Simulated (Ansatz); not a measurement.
The same path of a periodic cell of 17 atoms, Au16Cl (surface Au(110), adsorbate Cl) was run twice with different band settings.

Method: DFT PBE, scalar-relativistic, plane waves, PAW in Ansatz. Settings: cutoff 420 eV, k mesh 2x3x1, gaussian smearing 0.05 eV, no spin polarisation.

Relaxed end points:

```xyz
17
Lattice="8.1600 0.0000 0.0000 0.0000 5.7700 0.0000 0.0000 0.0000 16.3275" Properties=species:S:1:pos:R:3
Au 2.040 1.442 1.000
Au 6.120 1.442 1.000
Au 2.040 4.327 1.000
Au 6.120 4.327 1.000
Au -0.004 0.000 2.270
Au 4.089 0.000 2.278
Au -0.004 2.885 2.270
Au 4.090 2.885 2.278
Au -0.402 1.442 4.737
Au 4.495 1.442 4.744
Au -0.466 4.327 4.752
Au 4.577 4.327 4.759
Au -2.040 -0.050 6.604
Au 2.045 -0.019 4.345
Au -2.040 2.935 6.604
Au 2.045 2.904 4.342
Cl -1.913 1.442 8.551
```

```xyz
17
Lattice="8.1600 0.0000 0.0000 0.0000 5.7700 0.0000 0.0000 0.0000 16.3275" Properties=species:S:1:pos:R:3
Au 2.040 1.442 1.000
Au 6.120 1.442 1.000
Au 2.040 4.327 1.000
Au 6.120 4.327 1.000
Au -0.004 0.000 2.270
Au 4.090 0.000 2.278
Au -0.004 2.885 2.270
Au 4.089 2.885 2.278
Au -0.466 1.442 4.752
Au 4.577 1.442 4.759
Au -0.402 4.327 4.737
Au 4.495 4.327 4.744
Au -2.040 0.050 6.604
Au 2.045 0.019 4.342
Au -2.040 2.835 6.604
Au 2.045 2.866 4.345
Cl -1.913 4.327 8.551
```

Common settings: spring 5.0 eV/Å²; optimiser quadratic models (default); force threshold 0.05 eV/Å; end points relaxed; atoms held 1 to 4.

| run | movable images | climbing image | start path | iteration limit |
| --- | --- | --- | --- | --- |
| 1 | 3 | yes | straight line | 37 |
| 2 | 6 | from the first iteration | default | 19 |

(1) What does each run give, and how far can it be trusted?

Answers

(1) Run 1: converged after 5 iterations, highest image 0.339 eV above the first end. By the program's own check the climbing image is of a kind that is not told: the force calls were inconclusive, a negative curvature could not be distinguished from the path's own, the only one lies far off the path, or fixed occupations may fill a level only in part (lowest curvatures found: -0.25 and -0.01 eV/Å²).
Run 2: converged after 9 iterations, highest image 0.338 eV above the first end. The order of the point at the top wasn't checked.
Limits of this set-up: coarse k mesh, thin slab, slab without dipole correction, odd electron count without spin, a typed lattice constant that wasn't relaxed here.
